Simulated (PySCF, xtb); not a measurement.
C5H5, SMILES [CH]1C=CC=C1 (connectivity only; charge and spin as stated), charge +1, multiplicity 1.

Harmonic wavenumbers (cm⁻¹) from GFN2-xTB (xtb) at its own minimum, in rising order: 55, 223, 633, 664, 692, 809, 838, 850, 860, 897, 965, 1043, 1044, 1088, 1140, 1165, 1229, 1467, 1504, 3057, 3114, 3120, 3146, 3151.

What does PySCF with PBE0-D3(BJ)/def2-SVP give at its own minimum? (Estimate from the structure and the level; the computed values follow.)

244, 331, 475, 697, 797, 817, 873, 968, 980, 1001, 1061, 1062, 1097, 1141, 1285, 1290, 1350, 1608, 1652, 3213, 3253, 3258, 3287, 3290. Paired by order, the mean absolute difference is 108 cm⁻¹ and the zero-point energies are 46.8 and 50.1 kcal/mol.
